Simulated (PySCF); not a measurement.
# Telling isomers of C6H4F4O apart by NMR

Method: structure optimised with GFN2-xTB, shielding tensors at PBE0/pcSseg-1 (GIAO), in PySCF (equivalent nuclei averaged, no relativistic terms, one computed conformer, isolated molecule).

Scale: $^{1}$H, $^{13}$C vs TMS (reference shieldings calculated alike). Splittings of carbon signals by F and P are missing where no couplings were computed. Where no couplings were computed, multiplicities follow the n + 1 count of equivalent neighbours, and m marks all less simple cases (inequivalent or close neighbours, rings, F or P nearby). Shifts are as computed. Against solution values, carbons near 30 ppm lie about +3 ppm off and those near 130 ppm about +5 ppm. Of 1211 compounds with measured shifts, 218 miss one by over three times the rms of a fit or turn the order of signals round; such compounds aren't used in these exercises.

(1) Tabulate the signals of `C=C/C=C(/C(=O)F)C(F)(F)F`, `FC1=CC(OC(F)(F)F)=CC1` and their relative energies.

(2) What is the quickest way to tell C=C/C=C(/C(=O)F)C(F)(F)F from FC1=CC(OC(F)(F)F)=CC1?

Answers

(1) 
```tsv
SMILES	carbon types	δC	δH	E rel. (kcal/mol)
C=C/C=C(/C(=O)F)C(F)(F)F	3×C 2×CH 1×CH2	160.3, 158.7, 148.0, 139.6, 131.9, 121.6	7.80 (m, 1H), 7.80 (m, 1H), 6.49 (m, 1H), 6.43 (m, 1H)	0.0
FC1=CC(OC(F)(F)F)=CC1	3×C 2×CH 1×CH2	181.1, 157.0, 130.1, 110.5, 103.4, 39.5	5.88 (m, 1H), 5.30 (m, 1H), 3.31 (m, 2H)	7.3
```

Energies are electronic energies at PBE0/pcSseg-1 on these geometries, without zero-point or thermal terms, each for the one conformer computed, which needn't be the lowest.

(2) Both give the same number of carbon signals, with the same numbers of each carbon type, so the positions decide. The first has a terminal =CH2 carbon at 148.0 ppm, the second an allylic sp3 CH2 at 39.5 ppm. Their most deshielded carbons lie at 160.3 and 181.1 ppm. In the proton spectra the most deshielded non-exchanging signals are 7.80 (m, 1H) and 5.88 (m, 1H).
